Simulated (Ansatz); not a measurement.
Mulliken charges of CH5BN2O (`C=NB(N)O`) from ωB97M-V/def2-TZVPP in Ansatz (PBE0-D4/def2-TZVP geometry).

| atom | x (Å) | y (Å) | z (Å) | charge (e) |
| --- | --- | --- | --- | --- |
| C1 | -0.998 | 1.326 | -0.984 | -0.053 |
| N2 | -0.284 | 0.298 | -1.033 | -0.204 |
| B3 | 0.499 | -0.283 | 0.036 | 0.232 |
| N4 | -0.037 | -1.354 | 0.784 | -0.275 |
| O5 | 1.764 | 0.218 | 0.227 | -0.293 |
| H6 | -1.134 | 1.940 | -0.081 | 0.086 |
| H7 | -1.535 | 1.672 | -1.874 | 0.106 |
| H8 | -0.943 | -1.734 | 0.578 | 0.132 |
| H9 | 0.474 | -1.875 | 1.473 | 0.105 |
| H10 | 2.277 | -0.261 | 0.878 | 0.164 |

Q: By hand: the dipole of these point charges (1 e Å = 4.8032 D).

A: Σ q r = (-0.242, -0.013, 0.158) e Å, of length 0.289 e Å = 1.39 D.

Q: How does the dipole of the full density compare? (An estimate is asked.)

A: Computed: (-0.145, -0.211, 0.480) e Å, 2.61 D; the point charges give 0.53 times that, at 44° from its direction.

Point charges leave out the atoms' own dipoles, such as those of lone pairs, and Mulliken's split depends on the basis, so the two needn't agree.
